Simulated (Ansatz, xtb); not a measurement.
Two isomers of C4H7ClSi

Structure a: `C=C/C(Cl)=C/[SiH3]`, a singlet. Structure b: `C=C/C=C(/[SiH3])Cl`, a singlet. Both are isolated molecules in the gas phase, relaxed with r2SCAN-D4/def2-SVP; the shapes shown needn't be the lowest conformers.

a (Å):

```yaml
atoms:
  - { symbol: C, position_ang: [1.6715, -3.3702, -1.4170] }
  - { symbol: C, position_ang: [1.7636, -2.0410, -1.2474] }
  - { symbol: C, position_ang: [0.6673, -1.0822, -1.2818] }
  - { symbol: C, position_ang: [0.7977, 0.2520, -1.1060] }
  - { symbol: Cl, position_ang: [-0.9360, -1.7444, -1.5767] }
  - { symbol: Si, position_ang: [-0.6030, 1.4922, -1.1477] }
  - { symbol: H, position_ang: [0.7088, -3.8535, -1.6040] }
  - { symbol: H, position_ang: [2.5627, -4.0009, -1.3714] }
  - { symbol: H, position_ang: [2.7411, -1.5801, -1.0611] }
  - { symbol: H, position_ang: [1.8246, 0.5970, -0.9265] }
  - { symbol: H, position_ang: [-1.6130, 1.2002, -0.0870] }
  - { symbol: H, position_ang: [-1.2893, 1.4854, -2.4742] }
  - { symbol: H, position_ang: [-0.0261, 2.8483, -0.9075] }
```

b (Å):

```json
{"atom": "C", "x (Å)": "-1.1749", "y (Å)": "-3.6234", "z (Å)": "-0.4622"}
{"atom": "C", "x (Å)": "-0.3700", "y (Å)": "-2.6100", "z (Å)": "-0.0875"}
{"atom": "C", "x (Å)": "-0.8648", "y (Å)": "-1.3531", "z (Å)": "0.4309"}
{"atom": "C", "x (Å)": "-0.1338", "y (Å)": "-0.2838", "z (Å)": "0.8303"}
{"atom": "Cl", "x (Å)": "1.6250", "y (Å)": "-0.3176", "z (Å)": "0.7532"}
{"atom": "Si", "x (Å)": "-0.8128", "y (Å)": "1.3314", "z (Å)": "1.4980"}
{"atom": "H", "x (Å)": "-2.2649", "y (Å)": "-3.5414", "z (Å)": "-0.3903"}
{"atom": "H", "x (Å)": "-0.7676", "y (Å)": "-4.5607", "z (Å)": "-0.8501"}
{"atom": "H", "x (Å)": "0.7177", "y (Å)": "-2.7152", "z (Å)": "-0.1686"}
{"atom": "H", "x (Å)": "-1.9548", "y (Å)": "-1.2464", "z (Å)": "0.5128"}
{"atom": "H", "x (Å)": "-0.2939", "y (Å)": "1.5659", "z (Å)": "2.8770"}
{"atom": "H", "x (Å)": "-2.3033", "y (Å)": "1.2449", "z (Å)": "1.5184"}
{"atom": "H", "x (Å)": "-0.3767", "y (Å)": "2.4613", "z (Å)": "0.6267"}
```

Energies in hartree; the thermal terms are from GFN2-xTB frequencies at re-optimised GFN2-xTB minima (ideal gas, soft modes damped towards free rotors, one conformer each, 298.15 K, 1 atm) and include the zero-point energy:

```
                              a           b
E, CCSD(T)/def2-SVP  −904.448164  −904.447359
    E, MP2/def2-SVP  −904.350529  −904.349183
  E, MP2/def2-TZVPP  −904.975686  −904.974727
  zero-point energy     0.088038     0.088069
       H(298 K) − E     0.097229     0.097445
       G(298 K) − E     0.055062     0.054647
```

Task: Correct the CCSD(T) difference for the basis set by the MP2 change, then work out ΔE, ΔE₀, ΔH and ΔG for a → b in kJ/mol (1 Eh = 2625.50 kJ/mol) and the equilibrium ratio [b]/[a].

Result: 1. Differences b − a: CCSD(T) +0.000805, MP2 in the small set +0.001346, MP2 in the large set +0.000959 Eh.
2. ΔE = +0.000805 + (+0.000959 − (+0.001346)) = +0.000418 Eh = +1.10 kJ/mol.
3. ΔE₀ = ΔE + ΔZPE = +0.000418 + (+0.000031) Eh = +1.18 kJ/mol.
4. ΔH = ΔE + (+0.000216) Eh = +1.66 kJ/mol.
5. ΔG = ΔE + (−0.000415) Eh = +0.01 kJ/mol, so ΔS = (ΔH − ΔG)/T = +5.6 J/(mol K).
6. kT = 0.9442 mEh, so K = [b]/[a] = exp(−ΔG/kT) = exp(0.00) ≈ 1.

The two are too close for this level to say which is favoured. An error of 4 kJ/mol in ΔG would change K by a factor of 5. Mirror images and further conformers aren't counted.

As drawn, both hold the same kinds of bond in the same numbers.

Other levels gave ΔE = +3.5 (GFN2-xTB); −4.2 (HF/STO-3G, GFN2-xTB geometries); +1.9 (r2SCAN-D4/def2-SVP//GFN2-xTB); +2.6 (r2SCAN-D4/def2-SVP); −2.3 (HF/def2-SVP); +3.5 (MP2/def2-SVP); +2.1 (CCSD(T)/def2-SVP) kJ/mol. The correlated steps freeze 14 core orbitals. Programs: Ansatz 0.2.0, xtb 6.7.1.
